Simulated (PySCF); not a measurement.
A structure optimised at B3LYP-D3(BJ)/def2-TZVP, used in a PySCF frequency run:

```
Sn
H 1 1.7045
H 1 1.7045 2 112.69
H 1 1.7045 2 112.69 3 -128.90
Cl 1 2.3564 2 106.02 4 -115.55
```
Charge 0, spin multiplicity 1.

### Question
Write its SMILES, formula and point group.

### Answer
[Cl][SnH3], ClH3Sn, C3v

### Question
What are its rotational constants (standard atomic weights)?

### Answer
62.270, 3.1851, 3.1851 GHz
